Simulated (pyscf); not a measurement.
`[OH3+]`, singlet

Gas-phase minimum from PySCF at ωB97X-D3(BJ)/def2-SVP, one conformer. 

```
O
H 1 0.9836
H 1 0.9836 2 112.61
H 1 0.9836 2 112.61 3 -128.66
```
Charge +1, spin multiplicity 1.

Properties at ωB97X-D3(BJ)/def2-SVP:

```
Property                                                                                                                                               Result
---------------------------------------------------------------------------------------------------------------------  --------------------------------------
Harmonic wavenumbers, unscaled                                                                                         777, 1621, 1621, 3600, 3708, 3708 cm⁻¹
Zero-point energy                                                                                                                               21.5 kcal/mol
Rotational symmetry number                                                                                                                                  3
Entropy of this conformer at 298 K and 1 atm, rigid rotor and harmonic oscillator, modes under 100 cm⁻¹ raised to 100                         193.6 J/(mol K)
Dipole moment                                                                                                                               depends on origin
```

Single-point totals, which compare only within one level (frozen core for MP2 and CC):

```
level                   total energy (hartree)
----------------------  ----------------------
ωB97X-D3(BJ)/def2-TZVP               -76.75143
PBE/def2-TZVP                        -76.65150
r²SCAN/def2-TZVP                     -76.69617
B3LYP-D3(BJ)/def2-TZVP               -76.73864
PBE0-D3(BJ)/def2-TZVP                -76.65513
M06-2X/def2-TZVP                     -76.70053
ωB97M-D3(BJ)/def2-TZVP               -76.74694
HF/def2-TZVPP                        -76.34246
MP2/def2-TZVPP                       -76.59813
CCSD/def2-TZVPP                      -76.60678
CCSD(T)/def2-TZVPP                   -76.61359
```

The CCSD(T) − MP2 part came from Ansatz, without density fitting, on the same reference.
